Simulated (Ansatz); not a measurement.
Zr₆O₂₀H₁₆. The state is a singlet with charge 0. Geometry PBE-D4/def2-SVP, basis def2-SVP, Ansatz.

```xyz
42

Zr    1.0089   -2.2525   -1.7565
Zr   -1.5021    0.4197   -1.1996
Zr   -1.7241    0.2337    2.1444
Zr    2.0501    0.7041   -2.5157
Zr    1.0097   -1.6273    1.7226
Zr    1.0570    1.4505    0.5917
O    -2.8438    1.8263   -1.6886
O    -1.7365   -0.0055   -3.2322
O    -3.3359   -0.3718    3.1793
O    -2.8819   -0.1817    0.3690
O     1.3984    3.1364    1.5456
O    -1.1263    1.9156    0.6828
O    -1.0573   -1.7857   -1.6070
O     0.3775    1.3181   -1.4643
O     0.7531   -0.6911   -3.3657
O     2.7029    1.8554   -0.7945
O    -1.8631    1.8768    3.2998
O    -0.9421   -1.7634    2.5909
O    -0.2595   -0.3133    0.4974
O     0.5178    0.5422    2.6098
O     1.3067   -3.8382   -2.8249
O     1.9450   -2.4799    3.2033
O     2.5943   -0.9521   -1.5959
O     1.1727   -2.7793    0.1524
O     3.0866    1.4920   -3.9679
O     2.4193   -0.2005    0.9939
H    -3.1314    2.5351   -1.0896
H    -2.2187    0.7145   -3.6824
H    -3.8013   -1.2077    3.0053
H    -3.8238    0.0564    0.3125
H     0.9871    3.6096    2.2866
H    -1.4325    2.8092    0.9243
H    -1.5502   -1.8976   -2.4488
H    -0.2091   -0.4260   -3.5728
H     3.6079    1.9734   -0.4540
H    -2.5956    1.7874    3.9393
H    -1.1466   -2.2096    3.4306
H     0.7722    0.9830    3.4409
H     1.6418   -4.7326   -2.9778
H     2.4396   -2.8599    3.9404
H     3.5415    1.8515   -4.7403
H     2.7915   -0.5153    0.1157
```

| run | HOMO (eV) | LUMO (eV) |
| --- | --- | --- |
| A | -10.33 | 1.20 |
| B | -7.85 | -0.78 |
| C | -6.05 | -1.49 |
| D | -6.58 | -1.47 |
| E | -6.19 | -1.62 |
| F | -7.20 | -1.16 |

In the def2 sets Zr takes a core potential; there is no spin–orbit coupling. Single mean-field runs in def2-SVP are fitted with def2-universal-jkfit.

Question: The runs used BLYP, PBE, PBE0, r2SCAN, r2SCANh, ωB97X-V. Estimate which is which.

Answer: A ωB97X-V (range-separated); B PBE0 (25 % exact exchange); C BLYP (0 % exact exchange); D r2SCAN (0 % exact exchange); E PBE (0 % exact exchange); F r2SCANh (10 % exact exchange). Exact exchange lowers occupied and raises empty levels; among semilocal functionals meta-GGAs tend to open the gap a little, and such runs are hard to tell apart. The gap grows from 4.56 eV (BLYP) to 11.53 eV (ωB97X-V).
